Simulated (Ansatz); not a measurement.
Ansatz (a program for electronic structure) input (RI-MP2/def2-QZVPPD):
A basis named .json is the Basis Set Exchange file of that set.

Ansatz 0.2 input:
```yaml
crystal:
  periodic: [false, false, false]
  atoms:
    - {symbol: Ga, position_ang: [-0.00000000, -0.00000000, -0.79294171]}
    - {symbol: Cl, position_ang: [0.00000000, 0.00000000, 1.44595253]}
basis:
  gaussian:
    orbitals: def2-QZVPPD.json
    fitting: {mean_field: def2-universal-jkfit, correlation: def2-QZVPPD-RIFIT.json}
total_charge: 1
magnetization: {spin_polarized: true, initial_magnetization: 1}
correlation: {method: mp2, electrons: outside_noble_gas}
```

End of the output:

```
integrals: 0.12 GiB planned
394 factors; integrals over basis functions are off by at most 1.5e0 eV
497 factors; integrals over basis functions are off by at most 6.2e0 eV
mean field: 0.49 GiB planned
mean field evaluation 1: about -64828.7139 eV, gradient 2.5e1 eV
mean field evaluation 2: about -64831.4724 eV, gradient 1.7e1 eV
mean field evaluation 4: about -64832.7248 eV, gradient 1.7e0 eV
mean field evaluation 8: about -64832.7689 eV, gradient 2.8e-6 eV
mean field evaluation 16: about -64831.9153 eV, gradient 2.2e0 eV
mean field -64832.76886665 eV, -2382.5603106204 hartree, gradient 2.8e-6 eV, S^2 0.786728; 5 other end points of the search recorded, 0 dependent functions left out
19 core orbitals not correlated
reference -64832.76886665 eV, -2382.5603106204 hartree; 5, 4 occupied and 150, 151 virtual orbitals, 497 factors
second order -6.34061483 eV of doubles, -0.00000000 eV of singles
Total energy: -64839.10948149 eV, -2382.7933239177 hartree
```

This state (charge 1, doublet) is run at the relaxed geometry of the species with charge 0 and multiplicity 1.
